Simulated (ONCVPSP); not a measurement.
u(r) = r·R(r): atom against pseudo-atom (Re (Z = 75))

Columns: radius, all-electron u(r) and pseudo u(r) of the 5d shell (level -5.22 eV) of rhenium in the configuration [Xe] 4f14 5d5 6s2; BLYP, scalar-relativistic, ONCV scheme, ONCVPSP 4.0.1.

```tsv
r (bohr)	all-electron	pseudo
0.140	0.2025	0.0038
0.280	-0.2290	0.0289
0.420	-0.3320	0.0894
0.560	-0.1164	0.1880
0.700	0.1705	0.3156
0.840	0.4155	0.4543
0.980	0.5901	0.5838
1.120	0.6986	0.6869
1.260	0.7548	0.7539
1.400	0.7733	0.7837
1.540	0.7661	0.7816
1.680	0.7424	0.7567
1.820	0.7086	0.7185
1.960	0.6692	0.6744
2.100	0.6271	0.6291
2.240	0.5844	0.5849
2.380	0.5423	0.5423
2.520	0.5017	0.5016
2.660	0.4630	0.4629
2.800	0.4264	0.4264
2.940	0.3922	0.3922
3.080	0.3603	0.3603
3.220	0.3307	0.3307
3.360	0.3034	0.3033
3.500	0.2781	0.2781
3.640	0.2548	0.2548
```

(1) How many radial nodes do the two functions have?

(2) At about which radius was the pseudo-wave matched?

(3) Is the pseudo-wave norm-conserving?

Answers

(1) The all-electron 5d function has n − l − 1 = 2; the pseudo-wave has 0, since the states of the same l below it are removed with the core.

(2) 2.55 bohr. The columns agree to 0.0005 from 2.24 bohr on; several derivatives are matched, so the curves merge somewhat inside the radius.

(3) Yes: the ONCV scheme keeps the norm inside the radius equal to the all-electron one, which fixes the energy derivative of the logarithmic derivative at the level.
